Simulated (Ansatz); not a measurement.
H3Ga, triplet, at the geometry of the source list (a higher spin typed on purpose: for a closed-shell molecule this is an excited state); CASSCF(6,5)/cc-pVDZ (Ansatz, a quantum-chemistry and plane-wave program).

Ansatz was given this input:
Ansatz 0.2 input:
```yaml
crystal:
  periodic: [false, false, false]
  atoms:
    - {symbol: Ga, position_ang: [-0.00060000, -0.00080000, -0.00110000]}
    - {symbol: H, position_ang: [0.65390000, -0.42570000, 1.35580000]}
    - {symbol: H, position_ang: [-0.34850000, 1.50560000, -0.25940000]}
    - {symbol: H, position_ang: [-0.30480000, -1.07920000, -1.09530000]}
basis:
  gaussian:
    orbitals: cc-pVDZ
hamiltonian:
  xc: hf
correlation: {active_space: {window: {electrons: 6, orbitals: 5}}}
magnetization: {spin_polarized: false, initial_magnetization: 2}
```

Question: What does Ansatz print? Leave out banner, timings and long lists.

Answer: 
```
Functional definition: HF
450 factors; integrals over basis functions are off by at most 8.1e-4 eV
mean field evaluation 1: about -52373.9212 eV, gradient 9.5e0 eV
mean field evaluation 2: about -52373.9254 eV, gradient 9.5e0 eV
mean field evaluation 4: about -52374.6369 eV, gradient 1.5e0 eV
mean field evaluation 8: about -52374.4509 eV, gradient 4.4e0 eV
mean field evaluation 16: about -52374.9077 eV, gradient 1.8e-6 eV
mean field evaluation 32: about -52374.8975 eV, gradient 1.3e-5 eV
mean field -52374.90772987 eV, -1924.7423580852 hartree, gradient 1.8e-6 eV, S^2 2.000000; 2 other end points of the search recorded, 0 dependent functions left out
reference -52374.90772987 eV, -1924.7423580852 hartree; 18, 16 occupied and 24, 26 virtual orbitals, 450 factors
state -52375.48468818 eV, -1924.7635609120 hartree
Total energy: -52375.48468818 eV, -1924.7635609120 hartree
```
